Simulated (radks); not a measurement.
Species: Re+. Configuration: [Xe] 4f14 5d5 6s1 (the NIST ground configuration). All-electron calculation, Dirac Kohn-Sham, PBE, spin-unpolarised, spherical densities, finite nucleus; open shells fill j = l - 1/2 first; Fermi nuclear charge, rms radius 5.3698 fm. Program: a radial shooting solver on a logarithmic mesh with Libxc functionals. Some entries of the table are withheld. Estimate them.

| orbital | occ. | eigenvalue (eV) | <1/r> (bohr^-1) |
|---|---|---|---|
| 1s1/2 | 2 | -71539.44 | 88.71 |
| 2s1/2 | 2 | -12401.44 | (1) |
| 2p1/2 | 2 | (2) | 21.60 |
| 2p3/2 | 4 | (3) | 18.04 |
| 3s1/2 | 2 | -2876.550 | (4) |
| 3p1/2 | 2 | (5) | (6) |
| 3p3/2 | 4 | (7) | (8) |
| 3d3/2 | 4 | -1924.887 | 6.831 |
| 3d5/2 | 6 | -1857.023 | 6.614 |
| 4s1/2 | 2 | -605.9886 | 3.342 |
| 4p1/2 | 2 | -506.5186 | 3.232 |
| 4p3/2 | 4 | -433.5874 | 2.911 |
| 4d3/2 | 4 | -270.0792 | 2.699 |
| 4d5/2 | 6 | -256.6030 | 2.622 |
| 5s1/2 | 2 | -92.3445 | 1.304 |
| 5p1/2 | 2 | -62.3211 | 1.174 |
| 5p3/2 | 4 | -51.3861 | 1.060 |
| 4f5/2 | 6 | -50.8614 | 2.180 |
| 4f7/2 | 8 | -48.3504 | 2.148 |
| 5d3/2 | 4 | -13.2583 | (9) |
| 6s1/2 | 1 | -12.5762 | 0.4408 |
| 5d5/2 | 1 | -12.3421 | (10) |
| 6p1/2 | 0 | -7.5378 | 0.3476 |
| 6p3/2 | 0 | -6.6884 | 0.3174 |

Answer. 
(1) 2s1/2 <1/r> (bohr^-1): 21.63
(2) 2p1/2 eigenvalue (eV): -11869.26
(3) 2p3/2 eigenvalue (eV): -10429.65
(4) 3s1/2 <1/r> (bohr^-1): 7.942
(5) 3p1/2 eigenvalue (eV): -2638.401
(6) 3p1/2 <1/r> (bohr^-1): 7.858
(7) 3p3/2 eigenvalue (eV): -2325.771
(8) 3p3/2 <1/r> (bohr^-1): 6.936
(9) 5d3/2 <1/r> (bohr^-1): 0.7205
(10) 5d5/2 <1/r> (bohr^-1): 0.6926
